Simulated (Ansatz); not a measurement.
iminoborane (SMILES B=N) moved off its minimum; all values from Ansatz (a quantum-chemistry and plane-wave program), cores frozen in correlated methods.
(charge 0, multiplicity 1)
```xyz
4

B      0.05607     0.00157    -0.65608
N     -0.05876     0.11679     0.48985
H     -0.07501    -0.03731    -1.81563
H      0.08917    -0.00807     1.54424
```

Forces at HF/def2-TZVPP (eV/Å):

```tsv
atom	Fx	Fy	Fz
B1	-0.260	-0.389	-7.808
N2	0.596	-0.217	11.689
H3	0.422	-0.089	0.009
H4	-0.758	0.695	-3.890
```

Question: Give the forces (eV/Å), the total energy and the dipole at CCSD(T)/aug-cc-pVTZ.

Answer: 
```json
[
 {"atom": "B1", "Fx": "0.179", "Fy": "-0.673", "Fz": "-9.705"},
 {"atom": "N2", "Fx": "0.133", "Fy": "0.153", "Fz": "12.876"},
 {"atom": "H3", "Fx": "0.307", "Fy": "-0.059", "Fz": "-0.120"},
 {"atom": "H4", "Fx": "-0.618", "Fy": "0.579", "Fz": "-3.051"}
]
```
Energy -80.6394 hartree, dipole 0.58 D.
